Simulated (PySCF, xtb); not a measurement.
silylarsine (AsH₅Si), SMILES [SiH3][AsH2].

Harmonic wavenumbers (cm⁻¹) from xtb with GFN2-xTB at its own minimum, in rising order: 82, 370, 432, 440, 649, 674, 788, 798, 813, 1010, 1912, 1915, 2202, 2210, 2214.

Q: What does PBE-D3(BJ)/def2-TZVP (PySCF) give at its own minimum? (The exact figures need the calculation; the answer reports its results.)

A: 149, 344, 421, 437, 648, 695, 852, 906, 914, 949, 2118, 2131, 2154, 2172, 2173. Paired by order, the mean absolute difference is 68 cm⁻¹ and the zero-point energies are 23.6 and 24.4 kcal/mol.
